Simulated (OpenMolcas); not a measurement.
An atom or ion with 80 electrons was computed by MS-CASPT2, IPEA 0.25 Eh, imaginary shift 0.1 Eh with spin-orbit coupling (OpenMolcas, ANO-RCC-VTZP, DKH2). The lowest levels that the run gave, each within 12 % of the measured value where one is at hand:

```json
{"J": "0", "Parity": "even", "E (eV)": "0.0000", "g": ""}
{"J": "0", "Parity": "odd", "E (eV)": "9.113", "g": ""}
{"J": "1", "Parity": "odd", "E (eV)": "9.687", "g": "1.461"}
{"J": "2", "Parity": "odd", "E (eV)": "11.839", "g": "1.501"}
{"J": "1", "Parity": "odd", "E (eV)": "13.876", "g": "1.040"}
{"J": "0", "Parity": "even", "E (eV)": "22.415", "g": ""}
```

Task: Which ion is it, and what are the configurations and terms?

Result: Bi3+ (Z = 83, charge +3; active space 2 electrons in 8 orbitals (6s 6p 7s 7p)). J, parity and g give the terms where levels are pure, and mixed ones are named by the computed weights; the size of the splittings, set against known spectra of the 80-electron sequence, gives the charge. In order, with the measured energies in eV (Moore, Atomic Energy Levels, vol. III, NSRDS-NBS 35 (1971 reprint of NBS Circular 467, 1958)): 6s2 1S0, 6s 6p 3P* 0 (8.7989), 6s 6p 3P* 1 (9.4136), 6s 6p 3P* 2 (11.9549), 6s 6p 1P* 1 (14.2088), 6p2 3P0 (20.6498).

Over all roots computed the reference weight is 0.86 to 0.94; the roots of lowest weight are the least certain, and an intruder state may touch them. The run also gave levels led by 6s 7s, which use shells meant for correlation; these and all levels above them are left out. The ¹D term of p² mixes with s d, which this space lacks. Spin-orbit splittings of 6p shells tend to come out small when the coupling is added on scalar orbitals. Computed and measured levels are paired by configuration, term and J; levels that our copy of the source lacks, or whose pairing is in doubt (as where it misses far off the trend of its configuration), stay unpaired and out of the deviations. Levels of configurations outside the active space are missing.

* marks odd parity.
